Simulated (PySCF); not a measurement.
H₂B, SMILES [BH2], doublet (PBE0/def2-SVP optimised geometry):

```
3

B     -0.223    -0.468     0.000
H     -0.982     0.468     0.000
H      0.982    -0.468     0.000
```

Level of theory: unrestricted PBE0/def2-TZVP (PySCF).

Problem. What are the frontier orbital energies (α orbitals alone; a β orbital can be the lowest empty one) and the dipole moment?

Solution. HOMO-2 -14.24 eV, HOMO-1 -10.55 eV, HOMO -6.19 eV, LUMO -2.34 eV, LUMO+1 1.96 eV; dipole moment 0.49 D.

On the same geometry PySCF with unrestricted PBE/def2-TZVP gives HOMO-2 -12.40 eV, HOMO-1 -9.10 eV, HOMO -4.95 eV, LUMO -3.47 eV, LUMO+1 1.31 eV; dipole moment 0.50 D.

Meta-Löwdin charges at PBE0/def2-TZVP: B1 -0.07, H2 0.03, H3 0.03.
